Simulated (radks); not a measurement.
Question: These are the eigenvalues of the occupied orbitals of an atom or ion with whole-number occupations (hartree). All-electron calculation, scalar-relativistic Kohn-Sham, PBE, spin-unpolarised, spherical densities, point nucleus. Program: a radial shooting solver on a logarithmic mesh with Libxc functionals.

| orbital | eigenvalue |
|---|---|
| 1s | -1028.419 |
| 2s | -161.2413 |
| 2p | -145.5974 |
| 3s | -37.25431 |
| 3p | -32.13110 |
| 3d | -24.21190 |
| 4s | -11.97570 |
| 4p | -10.32388 |
| 4d | -7.82524 |

Which element is it, and in what charge state? The configuration may be excited.

Answer: Z = 49, indium, charge +11: In11+ in [Kr] 4d2. The list shows which subshells hold electrons but not how many an open one holds; the 1s level, -1028.4 hartree, gives Z - s = 45.4 by -(Z - s)^2/2, which with screening and relativity narrows Z to a few neighbours, and the depths of the outer levels then fix element, charge and occupations together.
